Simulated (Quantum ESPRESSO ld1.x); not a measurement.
The numbers below are computed, except where a source is named.
All-electron atom: Be IV in 2p1 (not the ground configuration). Level of theory: Dirac Kohn-Sham, Engel-Vosko exchange with Perdew-Wang LDA correlation, spin-unpolarised, spherical densities, point nucleus; open shells fill j = l - 1/2 first (ld1.x of Quantum ESPRESSO 7.5).

Normalised radial functions P(r) = r R(r) (large component), r in bohr:

```
   r/bohr * 2p1/2, o 2p3/2 (the largest magnitude, 0.883, reaches the edge; | marks zero, & curves that meet)
  0.01255 &
  0.01381 &
  0.01508 &
   0.0166 &
  0.01827 &
  0.01995 &
  0.02197 &
  0.02418 &
   0.0264 &
  0.02906 &
  0.03199 &
  0.03493 &
  0.03845 |&
  0.04233 |&
  0.04622 |&
  0.05088 |&
  0.05601 |&
  0.06116 |&
  0.06732 | &
   0.0741 | &
  0.08092 | &
  0.08907 |  &
  0.09805 |  &
   0.1071 |   &
   0.1179 |   &
   0.1297 |    &
   0.1417 |     &
   0.1559 |      &
   0.1717 |       &
   0.1874 |        o*
   0.2063 |          &
   0.2271 |            &
    0.248 |              &
    0.273 |                &
   0.3005 |                   &
   0.3281 |                     &
   0.3612 |                        &
   0.3976 |                            &
   0.4342 |                               &
   0.4779 |                                  &
   0.5261 |                                      &
   0.5745 |                                         &
   0.6324 |                                             &
   0.6961 |                                                &
   0.7601 |                                                  &
   0.8367 |                                                     &
    0.921 |                                                      &
    1.006 |                                                      &
    1.107 |                                                     &
    1.219 |                                                   &
    1.331 |                                                 &
    1.465 |                                             &
    1.612 |                                         &
    1.761 |                                    &
    1.938 |                               &
    2.133 |                         &
     2.33 |                     &
    2.564 |                &
    2.823 |           &
    3.082 |        &
    3.393 |     &
    3.735 |   &
    4.078 | &
    4.489 |&
```

2p1/2: eigenvalue -46.776 eV, 0 radial nodes, <r> = 1.26 bohr, 90 % of the charge inside 2.04 bohr. 2p3/2 (empty): eigenvalue -46.765 eV, 0 radial nodes, <r> = 1.26 bohr, 90 % of the charge inside 2.04 bohr.
